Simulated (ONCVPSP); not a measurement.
## niobium: excitation energies, all-electron against ONCV

```json
{
  "Element": "Nb",
  "Generator": "ONCVPSP 4.0.1",
  "Type": "optimised norm-conserving Vanderbilt (ONCV)",
  "Functional": "PBE",
  "Relativity": "fully relativistic",
  "Frozen core": "[Ar] 3d10",
  "Valence charge": "13",
  "Reference configuration": "4s2 4p6 4d4 5s0.75 5p0.25",
  "Partial waves": "4s+5s: rc 1.65 bohr, ncon 4, nbas 9, qcut 7.8 1/bohr, 2 projectors; 4p+5p: rc 1.95 bohr, ncon 4, nbas 7, qcut 8.4 1/bohr, 2 projectors; 4d: rc 2.85 bohr, ncon 4, nbas 9, qcut 6.4 1/bohr, 2 projectors, debl 3.4 Ha",
  "Local potential": "polynomial inside 1.15 bohr (lpopt 5, dvloc0 -1 Ha)",
  "Core correction": "Teter function, fcfact 4.75, rcfact 1.75"
}
```

Open shells are filled in proportion to 2j + 1.

Energies are relative to the spin-unpolarised reference configuration 4s2 4p6 4d4 5s0.75 5p0.25; without spin polarisation the order of configurations can differ from experiment. Not all tests gave a result: 1 of 4 tests not solved or not reliable.

```tsv
valence configuration	charge	ΔE all-electron (eV)	error AE − PS (meV)
4s2 4p6 4d4 5s1 5p0	0	-0.721	0.0
4s2 4p6 4d4 5s0 5p0	+1	5.917	+0.1
4s2 4p6 4d3 5s1 5p1	0	2.066	+5.9
```
